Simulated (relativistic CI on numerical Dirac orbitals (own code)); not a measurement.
## Eu28+: sensitivity of the levels to the model

Base calculation: Dirac-Coulomb-Breit CI, separate exchange-only KLI orbitals for each configuration, QED by a radiative potential, unscaled Slater integrals.

CI space (outside the closed core [Ar] 3d10): 4s2 4p5, 4s 4p6, 4s2 4p4 4d, 4s 4p5 4d, 4s2 4p4 4f, 4s 4p5 4f, 4p6 4d, 4s 4p4 4d2, 4s2 4p3 4d 4f, 4p6 4f, 4p5 4d2, 4p4 4d3, 4p4 4d2 4f. Double excitations out of closed p, d and f shells are left out; levels of such configurations are missing from the list, as are those of other unlisted configurations, and high levels can miss mixing partners.

The lowest level and the first level of each name with at least 55 % of one term (blank where a level has no safe partner in the second run):

```csv
Level,Base (cm⁻¹),Shift (cm⁻¹)
4s2 4p5 2P°_3/2,0,0
4s2 4p5 2P°_1/2,307833,+350
4s 4p6 2S_1/2,838007,+16421
4s2 4p4 4d 4F_9/2,962338,+6772
4s2 4p4 4d 2D_3/2,965075,+1645
4s2 4p4 4d 4D_1/2,1157604,+12164
4s2 4p4 4d 2G_7/2,1226291,+5247
4s2 4p4 4d 2G_9/2,1286031,+5334
4s2 4p4 4d 2S_1/2,1349140,-10289
4s 4p5 4d 4P°_1/2,1802662,+10115
4s 4p5 4d 4P°_3/2,1822097,+9063
4s 4p5 4d 4F°_7/2,1834818,+9679
4s 4p5 4d 4F°_9/2,1861013,+11936
4s 4p5 4d 4D°_7/2,1937231,+3592
4s 4p5 4d 2F°_7/2,2002429,-2004
4s 4p5 4d 2P°_1/2,2037200,
4s2 4p4 4f 4G°_11/2,2141401,+291
4s2 4p4 4f 2G°_9/2,2149036,-1195
```

At this charge energies of transitions that change n are usually good to better than 1 %, and those within a shell (Δn = 0) to a few per cent.

Question: One thing was changed in a second run, which moved the levels as shown. Which?
A. valence Slater integrals scaled by 0.9
B. QED terms removed
C. configuration mixing switched off
D. Breit term removed

Answer: A. Valence Slater integrals scaled by 0.9. Scaling acts on the splittings between terms and on the mixing, and leaves the fine structure of pure LS terms nearly alone; in jj coupling it moves the levels of one term differently.

LS names give the leading component of a level, which can be under half, so a name can repeat, a term be missing and a line seem to break the LS rules.
